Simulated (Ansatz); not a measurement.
Abridged output of a molecular run in Ansatz:

```
Functional definition: HF
1601 factors; integrals over basis functions are off by at most 1.3e-3 eV
mean field evaluation 1: about -63830.1240 eV, gradient 4.2e1 eV
mean field evaluation 2: about -63830.3978 eV, gradient 4.2e1 eV
mean field evaluation 4: about -63834.7868 eV, gradient 4.4e0 eV
mean field evaluation 8: about -63834.8573 eV, gradient 3.2e-1 eV
mean field -63834.85797156 eV, -2345.8877616341 hartree, gradient 5.7e-6 eV, S^2 0.000000; 0 other end points of the search recorded, 0 dependent functions left out
17 core orbitals not correlated: weight in the atoms' cores, before any rotation towards them, 1.000 or more for the frozen orbitals, at most 0.000 for the correlated occupied ones
reference -63834.85797156 eV, -2345.8877616341 hartree; 18, 18 occupied and 232, 232 virtual orbitals, 1601 factors
second order -23.48216391 eV of doubles, -0.00000000 eV of singles
cycle   1  -23.44900615 eV  change    3.3e-2 eV  update   1.3e-1
cycle   2  -24.23723627 eV  change   -7.9e-1 eV  update   3.9e-2
cycle   3  -24.37726161 eV  change   -1.4e-1 eV  update   1.8e-2
cycle   4  -24.37140217 eV  change    5.9e-3 eV  update   4.8e-3
cycle   5  -24.37305176 eV  change   -1.6e-3 eV  update   2.0e-3
cycle   6  -24.37378642 eV  change   -7.3e-4 eV  update   5.3e-4
cycle   7  -24.37382975 eV  change   -4.3e-5 eV  update   2.2e-4
cycle   8  -24.37385061 eV  change   -2.1e-5 eV  update   6.9e-5
cycle   9  -24.37388588 eV  change   -3.5e-5 eV  update   2.9e-5
perturbative correction -1.10373479 eV, -0.0405615053 hartree
Total energy: -63860.33559223 eV, -2346.8240469243 hartree
```

Its atoms:

```xyz
11

C     2.437   -0.975    0.545
C     1.245   -0.790    0.464
Si   -0.542   -0.367    0.312
N    -1.321   -0.971   -1.098
Ga   -0.527    2.042    0.303
H     3.486   -1.152    0.619
H    -1.206   -0.993    1.485
H    -1.462   -1.963   -1.207
H    -1.134   -0.537   -1.987
H    -0.494    2.822   -1.067
H    -0.483    2.884    1.630
```

**Question.** Which basis set was used?
A. cc-pV(Q+d)Z
B. def2-QZVPP
C. def2-TZVPP
D. def2-SVPD

**Answer.** C. It gives 267 functions.

**Question.** Write the keys of the input that set method, charge and spin (a neutral closed shell needs none for the last two).

**Answer.** 
```yaml
correlation: {method: ccsd_t}
```
